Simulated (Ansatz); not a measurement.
## A ladder of methods for AlH2Br (SMILES [H][Al]([H])[Br])

AlH2Br: 4 atoms, total charge 0, spin state singlet. SMILES: `[H][Al]([H])[Br]`. The shape comes from GFN2-xTB, which is rough for such elements, and wasn't checked as a minimum.

```xyz
4

Al    0.0860    0.1433    0.0012
H     1.6199    0.1412    0.0119
H    -0.6406    1.4941   -0.0212
Br   -1.0652   -1.7787    0.0081
```

Each level gives the energy change with the Al1–H3 bond stretched from 1.534 to 2.301 Å (eV). The values are calculated.

| level | kind | program | value (eV) | less FCI/STO-3G | CPU time (all runs) |
| --- | --- | --- | --- | --- | --- |
| HF/STO-3G (restricted) | Hartree–Fock | Ansatz | 4.02 | +1.07 | 0.38 s |
| SVWN5/STO-3G (restricted) | LDA | Ansatz | 2.93 | -0.02 | 1.7 s |
| revPBE/STO-3G (restricted) | GGA | Ansatz | 2.80 | -0.15 | 2.6 s |
| r2SCAN/STO-3G (restricted) | meta-GGA | Ansatz | 3.06 | +0.11 | 6.3 s |
| r2SCAN0/STO-3G (restricted) | hybrid meta-GGA | Ansatz | 3.33 | +0.38 | 6.3 s |
| wB97X/STO-3G (restricted) | range-separated hybrid | Ansatz | 3.38 | +0.43 | 12 s |
| B2PLYP/STO-3G (restricted) | double hybrid | Ansatz | 3.25 | +0.30 | 3.6 s |
| CCSD/STO-3G (restricted) | coupled cluster or CI | Ansatz | 2.99 | +0.04 | 0.55 s |
| CCSDTQ/STO-3G (restricted) | coupled cluster or CI | Ansatz | 2.95 | 0.00 | 26 s |
| FCI/STO-3G | exact in the basis | Ansatz | 2.95 | 0.00 | 11 s |

FCI/STO-3G is exact within its basis and frozen core, so for wave-function methods in that basis the difference is their error; functionals converge differently with the basis, so for them it is only a difference. Spin-restricted single references rise too steeply as a bond breaks, Hartree–Fock most of all. All-electron rows without a relativistic Hamiltonian named are non-relativistic. The first shape isn't each level's own minimum. The values span 2.80 to 4.02 eV. All rows use very small basis sets, so even the best lies far from the true value. In the correlated wave-function rows the outer d shell of Br is correlated, in sets not made for it. Times are those of the runs behind each value, whatever else they computed, on shared processors of several kinds: orders of magnitude only.
